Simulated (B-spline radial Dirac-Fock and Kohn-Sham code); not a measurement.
**How the levels of ytterbium move as electrons are removed**

Model: Dirac-Fock energy differences between relaxed states, corrected for Breit and QED terms. Program: a radial finite-basis atomic code. Each ion is free and in its tabulated ground configuration. The model has no electron correlation.

Reference: Yb⁶⁺, [Kr] 4d10 4f12 5s2 5p4, with M2 2279.2 eV, N1 592.9 eV, N2 500.6 eV, N5 288.6 eV, N6,7 102.0 eV, Kα1 (K-L3) 52384.7 eV, Kβ1 (K-M3) 59372.5 eV, Lα1 (L3-M5) 7414.8 eV. Shifts from it, in eV (a dash: the subshell is empty, belongs to an open shell averaged over j, or its hole state is left out as unreliable):

| ion | configuration | M2 | N1 | N2 | N5 | N6,7 | Kα1 | Kβ1 | Lα1 |
| --- | --- | --- | --- | --- | --- | --- | --- | --- | --- |
| Yb⁷⁺ | [Kr] 4d10 4f12 5s2 5p3 | +20.0 | +19.9 | – | +19.9 | +19.7 | +0.63 | +1.24 | +0.50 |
| Yb⁸⁺ | [Kr] 4d10 4f12 5s2 5p2 | +41.1 | +40.5 | +40.3 | +40.5 | +40.0 | +1.32 | +2.61 | +1.05 |
| Yb⁹⁺ | [Kr] 4d10 4f12 5s2 5p1 | +62.7 | +61.8 | +61.5 | +61.8 | +60.9 | +2.08 | +4.11 | +1.65 |
| Yb¹⁰⁺ | [Kr] 4d10 4f12 5s2 | +85.1 | +83.6 | +83.3 | +83.6 | +82.4 | +2.91 | +5.75 | +2.31 |
| Yb¹¹⁺ | [Kr] 4d10 4f11 5s2 | +119.6 | +116.1 | +115.4 | +114.4 | +112.9 | +2.22 | +4.11 | +1.49 |
| Yb¹²⁺ | [Kr] 4d10 4f10 5s2 | +156.0 | +150.0 | +149.0 | +146.6 | +145.0 | +1.44 | +2.35 | +0.62 |
| Yb¹³⁺ | [Kr] 4d10 4f10 5s1 | +182.4 | – | +174.4 | +171.9 | +170.0 | +2.15 | +3.97 | +1.38 |

Over this range M2 (3p1/2) moves by +182.4 eV and Kα1 by +2.1 eV: a line is a difference of two levels that shift in the same direction.

Values without a named source are computed, but for edge energies of neutral atoms, which are taken from tables.
